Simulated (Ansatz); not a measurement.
# Reading a saddle point

A first-order saddle point of BH₃SeOF₂, closed shell, PBE0-D4/def2-TZVP, with one imaginary mode of 1140i cm⁻¹:

```tsv
atom	x (Å)	y (Å)	z (Å)
B1	-0.5466	-0.4114	-0.3077
O2	0.5923	0.2829	-0.9973
F3	-0.3929	-1.7326	-0.2228
F4	-1.7451	0.0701	-0.6771
H5	0.7794	0.8056	0.1528
Se6	0.0387	0.5680	1.6893
H7	0.2767	0.9097	-1.6605
H8	0.9972	-0.4924	2.0233
```

Program: Ansatz 0.2.0. Basis: def2-TZVPP and def2-QZVPP. Cores are frozen in the correlated methods. Filled d shells of the heavier atoms are correlated. The def2 sets are not built for correlating such inner shells, so the correlated values are less sure here. Extrapolation: Hartree–Fock as exp(−7.88 √X), correlation as X^−2.97.

**Question.** Which contacts change along the imaginary mode, and what lies on either side? (Judge from chemistry; the calculation decides.)

**Answer.** The calculation gives: The step is BHOF₂ ([OH][B]([F])[F]) + H₂Se → BHSeF₂ ([F][B]([F])[SeH]) + H₂O (still joined by a long B–O bond), with the molecules in contact on both sides. Shortening one way: B1–Se6, O2–H5; lengthening the same way: B1–O2, H5–Se6.
| pair | one side (Å) | saddle (Å) | other side (Å) |
| --- | --- | --- | --- |
| B1–Se6 | 3.32 | 2.30 | 2.04 |
| O2–H5 | 3.70 | 1.28 | 0.97 |
| B1–O2 | 1.35 | 1.50 | 1.74 |
| H5–Se6 | 1.47 | 1.72 | 2.63 |

**Question.** Which side is lower, and how far does the saddle lie above each? (Judge from chemistry; the value comes from the calculation.)

**Answer.** The calculation gives: The side with B1–O2, H5–Se6 short is lower by 0.687 eV; the saddle lies 1.349 eV above it and 0.661 eV above the other (CCSD(T) at an estimated basis limit (MP2 extrapolated from triple and quadruple zeta, plus CCSD(T) − MP2 in triple zeta); electronic energies).

T1 diagnostic: at most 0.012.

Labels in which every atom is bracketed show which atoms are joined, not bond orders.

For scale, one of the runs: CCSD(T)/def2-TZVPP, 214 basis functions, launched by `ansatz run in.yaml --threads 8 --pin off --events-out ev --progress --plain --max-ram 19148MiB`. Time: 91 s of wall clock on 8 CPU threads of an Arm Neoverse V1; the host was shared. Peak host memory: 3.6 GiB.
